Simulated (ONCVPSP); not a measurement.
**What one change does to a pseudopotential (Ru, ONCV)**

Ru, optimised norm-conserving Vanderbilt (ONCV), made with ONCVPSP 4.0.1 (PBE, fully relativistic). Core [Ar] 3d10 4s2, reference 4p6 4d7 (charge +1). Waves: s scattering state at 0.18 Ha: rc 1.90 bohr, ncon 5, nbas 9, qcut 2.7 1/bohr, 1 projector; 4p: rc 1.60 bohr, ncon 4, nbas 9, qcut 9 1/bohr, 2 projectors, debl 1.9 Ha; 4d: rc 2.15 bohr, ncon 4, nbas 9, qcut 6.3 1/bohr, 2 projectors, debl 2.7 Ha. Local part: polynomial inside 1.10 bohr (lpopt 3, dvloc0 1 Ha). Core correction: none.

Open shells are filled in proportion to 2j + 1.

In the s channel the program set the typed energies aside and used 0.050 Ha. In the p channel the program set the typed energies aside and used -1.939, 0.250 Ha (j = l + 1/2; the other j can differ).

All-electron outer shells of the reference configuration (PBE, scalar-relativistic, ld1.x):

```json
{"shell": "4p", "level (eV)": "-53.85", "outermost node (bohr)": "0.49", "outermost maximum (bohr)": "0.98"}
{"shell": "4d", "level (eV)": "-12.54", "outermost node (bohr)": "0.48", "outermost maximum (bohr)": "1.21"}
```

Change: all radii scaled by about 1.31 (s 2.50, p 2.10, d 2.82 bohr); local potential polynomial inside 1.44 bohr (lpopt 3, dvloc0 1 Ha).

Cutoffs: the cutoffs (Ha) at which the residual kinetic energy of the hardest occupied pseudo-wave falls to 1 and 0.1 mHa per electron; they do not see the model core or the augmentation charge, which bear on the density cutoff. Errors are all-electron minus pseudo energies relative to the spin-unpolarised reference configuration.

Question: Predict the effect on cutoff, ghosts and configuration errors.

Answer: The potential gets softer (23 Ha and 30 Ha → 17 Ha and 21 Ha); both files keep a bound ghost (s); of the 4 tests that both files solve, the error grows in 3 and shrinks in 1 by more than 15 % and 0.3 meV (median size 75.9 → 168.0 meV). A larger radius leaves more room for a smooth pseudo-wave, so fewer plane waves are needed.

| quantity | base | changed |
| --- | --- | --- |
| cutoff, loose | 23 Ha | 17 Ha |
| cutoff, tight | 30 Ha | 21 Ha |
| loose cutoff by channel | p 23 Ha, d 16 Ha | p 17 Ha, d 13 Ha |
| bound ghosts | s | s |
| GHOST(+) flags under 300 eV | none | none |
| error for 4p6 4d7 5s1, meV [ΔE -7.29 eV] | +87 | +33 |
| error for 4p6 4d6, meV [ΔE 18.19 eV] | +9.2 | +45 |
| error for 4p6 4d5, meV [ΔE 48.81 eV] | +64 | +291 |
| error for 4p5 4d7 5s1, meV [ΔE 45.17 eV] | -118 | -348 |

 A true bound ghost makes a file unfit for plane-wave use even where its test errors are small: the radial tests pick states by their node count and pass the ghost by.
